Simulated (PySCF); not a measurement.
**How methods differ on the ionisation energy of Pr⁵⁶⁺**

Pr⁵⁶⁺ [He] 2s1 (2S) → Pr⁵⁷⁺ 1s2 (1S), as a difference of total energies. Calculation: PySCF 2.14, in an uncontracted even-tempered set (21 s from 32 bohr⁻², ratio 2; 9 p from 49 bohr⁻², ratio 2.2; 6 d from 150 bohr⁻², ratio 2.2; 5 f from 220 bohr⁻², ratio 2.2; 5 g from 330 bohr⁻², ratio 2.2; 4 h from 490 bohr⁻², ratio 2.2); the spin-free X2C one-electron Hamiltonian (Gaussian nucleus). The calculations carry no spin-orbit coupling.

```csv
method,ionisation energy (eV)
UHF,11907.8
BLYP,11913.6
B3LYP,11911.7
```

For this ion Breit and QED terms and the two-electron picture change, all absent here, outweigh the differences among the methods.

For comparison: 11895.89 ± 0.06 eV (theoretical estimate listed by NIST; NIST Atomic Spectra Database, ionization energies).
